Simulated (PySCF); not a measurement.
Ranking problems on computed properties.

Each SMILES stands for a single optimised conformer of the isolated species, non-relativistic unless stated; the electronic structure was computed with PySCF and density fitting.

Dipoles, sizes and rotational constants follow the conformer. The torsions of the flexible species, by atom-mapped SMILES:
- `[O:1]=[C:2]([OH:3])/[C+:4]=[C:5]/[CH:6]([F:7])[F:8]`: H–O3–C2–O1 0°
- `[CH2:1]=[CH:2][n:3]1[cH:4][p:5][c:6]([SiH3:7])[cH:8]1`: C1–C2–N3–C4 0°
- `[CH3:1][S:2][SiH2:3][PH2:4]`: C1–S2–Si3–P4 -174°, H–P4–Si3–S2 -168°, H–P4–Si3–S2 -75°
- `[OH:1][C:2]1=[C:3]([F:4])[CH:5][C-:6]([F:7])[O:8]1`: H–O1–C2–C3 175°
- `[N:1]#[C:2][c:3]1[cH:4][cH:5][c:6]([NH2+:7])[cH:8][cH:9]1`: H–N7–C6–C5 180°, H–N7–C6–C5 0°

The conformers of `O[CH]OC/C=N\C[SiH3]` [doublet state] aren't listed.

Question: Rank by smallest rotational constant, lowest first (GFN2-xTB).
A. `C=Cn1cpc([SiH3])c1`
B. `OC1=C(F)[CH][C-](F)O1` [radical]
C. `CS[SiH2]P`
D. `OC(/[C+]=[C]/C(F)F)=O` [radical]
E. `N#Cc1ccc([NH2+])cc1` [radical]
F. `O1C=C(OC(F)=C1)F`
G. `[CH2+][C]1CC(C#N)(C#N)C1` [radical]

Answer: A (0.681 GHz), D (0.789 GHz), E (0.858 GHz), G (1.027 GHz), B (1.195 GHz), F (1.252 GHz), C (1.312 GHz).

Question: Rank by isotropic g value, lowest first (unrestricted B3LYP/pcH-1, mean-field spin–orbit at GFN2-xTB geometries).
A. `N#Cc1ccc([NH2+])cc1` [radical]
B. `O=C(O)/[C+]=[C]/C(F)F` [radical]
C. `O[CH]OC/C=N\C[SiH3]` [radical]
D. `OC1=C(F)[CH][C-](F)O1` [radical]

Answer: D (2.00284), A (2.00308), C (2.00340), B (2.00663).

Q: By how much do the two ends of that ranking differ?

A: By 0.00379, between `O=C(O)/[C+]=[C]/C(F)F` [charge +1 and doublet state] and `OC1=C(F)[CH][C-](F)O1` [charge -1 and doublet state].
